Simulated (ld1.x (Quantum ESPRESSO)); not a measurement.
# Configuration tests for Br (Z = 35) (TM)

```json
{
  "Element": "Br",
  "Generator": "ld1.x (Quantum ESPRESSO) 7.5",
  "Type": "norm-conserving Troullier–Martins (Kleinman–Bylander form)",
  "Functional": "LDA (PZ)",
  "Relativity": "scalar-relativistic",
  "Frozen core": "[Ar] 3d10",
  "Valence charge": "7",
  "Reference configuration": "4s2 4p5",
  "Partial waves": "4s (bound): rc 1.50 bohr; 4p (bound): rc 1.65 bohr",
  "Local potential": "the p channel",
  "Core correction": "none"
}
```

Energies are relative to the spin-unpolarised reference configuration 4s2 4p5; without spin polarisation the order of configurations can differ from experiment. Spin-polarised rows fill each open shell by Hund’s rule, majority spin first.

Give the all-electron excitation energy and the error of the potential for: 4s2 4p4; 4s2 4p3; 4s2 4p2; 4s1 4p6; 4s2 4p1; 4s2 4p5.3; 4s1 4p5; 4s2 4p5 (spin-polarised); 4s2 4p4 (spin-polarised).

```
   valence configuration  charge  ΔE all-electron (eV)  error AE − PS (meV)
                 4s2 4p4      +1                12.708                 +0.7
                 4s2 4p3      +2                35.652                  +12
                 4s2 4p2      +3                69.873                  +51
                 4s1 4p6       0                12.418                 +2.9
                 4s2 4p1      +4               116.223                 +145
               4s2 4p5.3    -0.3                -2.007                 +0.5
                 4s1 4p5      +1                25.751                 +8.7
4s2 4p5 (spin-polarised)       0                -0.151                  +21
4s2 4p4 (spin-polarised)      +1                11.998                 +111
```

Levels in the configuration 4s2 4p2:

```json
{"level": "4s", "all-electron (eV)": "-54.497", "pseudo (eV)": "-54.399"}
{"level": "4p", "all-electron (eV)": "-40.164", "pseudo (eV)": "-40.097"}
```
